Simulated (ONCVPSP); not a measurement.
Configuration tests for B (Z = 5) (ONCV)

* Element: B
* Generator: ONCVPSP 4.0.1
* Type: optimised norm-conserving Vanderbilt (ONCV)
* Functional: PBE
* Relativity: scalar-relativistic
* Frozen core: [He]
* Valence charge: 3
* Reference configuration: 2s2 2p1
* Partial waves: 2s: rc 1.20 bohr, ncon 3, nbas 6, qcut 6.7 1/bohr, 2 projectors, debl 3 Ha; 2p: rc 2.75 bohr, ncon 4, nbas 7, qcut 6 1/bohr, 3 projectors, debl 1.9 Ha
* Local potential: polynomial inside 0.95 bohr (lpopt 4, dvloc0 0 Ha)
* Core correction: polynomial model core, fcfact 0.7

Energies are relative to the spin-unpolarised reference configuration 2s2 2p1; without spin polarisation the order of configurations can differ from experiment.

Q: Give the all-electron excitation energy and the error of the potential for: 2s2 2p0; 2s1 2p0; 2s2 2p0.5; 2s0 2p3.

A:

```tsv
valence configuration	charge	ΔE all-electron (eV)	error AE − PS (meV)
2s2 2p0	+1	8.219	+41
2s1 2p0	+2	33.642	+147
2s2 2p0.5	+0.5	2.887	+5.9
2s0 2p3	0	11.721	-30
```

Levels in the configuration 2s2 2p0:

| level | all-electron (eV) | pseudo (eV) |
| --- | --- | --- |
| 2s | -19.511 | -19.439 |
